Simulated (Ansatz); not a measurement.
Consider the redistribution: `O[SiH](F)[AlH2]` + `C[Se][GeH3]` → `C[Se][SiH](O)F` + `[AlH2][GeH3]`.

Calculated with Ansatz (gas phase, PBE0-D4/def2-TZVP geometries, no zero-point term in ΔE). CCSD(T)/CBS adds triple-zeta CCSD(T) − MP2 to the extrapolated MP2 energy (def2 sets, frozen cores). Functionals use def2-TZVPP. For Ge, Se outer-core shells are correlated without core-valence functions, which leaves a few kJ/mol of doubt a bond. Scalar relativity is left out up to krypton. Each species was taken in one conformer, which may not be the lowest.

(1) Is it downhill or uphill in electronic energy at CCSD(T)/CBS, and by how much? (An estimate is asked.)

(2) What do these levels give: PBE-D4, r2SCAN, HF/def2-TZVPP, HF/def2-QZVPP, MP2/CBS(def2), CCSD/CBS(def2)? (An estimate is asked.)

Largest T1 diagnostic among the species: 0.012.

Results:

(1) Computed: Downhill: ΔE = -0.58 eV.

(2) Computed: PBE-D4 -0.55, r2SCAN -0.62, HF/def2-TZVPP -0.47, HF/def2-QZVPP -0.47, MP2/CBS(def2) -0.61, CCSD/CBS(def2) -0.57 eV.

In def2-TZVPP, CCSD(T) changes the Hartree–Fock value by −0.09 eV (the triples alone add −0.01 eV) and MP2 by −0.12 eV.
